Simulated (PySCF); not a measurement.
**Question.** Give a PBE0-D3(BJ)/def2-SVP geometry of `C=CC#C/C=C\F`.

**Answer.** 
```xyz
12
C6H5F angstrom
C      2.7534    0.6758    0.4335
C      2.0363   -0.4587    0.3841
C      0.6303   -0.5150    0.2089
C     -0.5783   -0.5764    0.0580
C     -1.9778   -0.6705   -0.1149
C     -2.7968    0.3792   -0.2712
F     -2.3655    1.6271   -0.2786
H      3.8366    0.6461    0.5711
H      2.2770    1.6545    0.3376
H      2.5487   -1.4236    0.4839
H     -2.4421   -1.6615   -0.1247
H     -3.8788    0.2951   -0.4047
```

Any rigid rotation of these coordinates is as good. Atoms count from 1 in this order. The 7 heavy atoms lie in one plane (0.003 Å rms). The C–C distances run from 1.220 Å (C3≡C4, drawn triple) to 1.418 Å (C2–C3, drawn single), a spread of 0.198 Å.

Bonds between heavy atoms (Å): C1=C2 1.343, C2–C3 1.418, C3≡C4 1.220, C4–C5 1.413, C5=C6 1.341, C6–F7 1.320.

Level of theory: PBE0-D3(BJ)/def2-SVP geometry optimisation, gas phase in PySCF.

Point group: Cs (every atom within 0.08 Å of its image). Not checked by PBE0-D3(BJ)/def2-SVP frequencies.
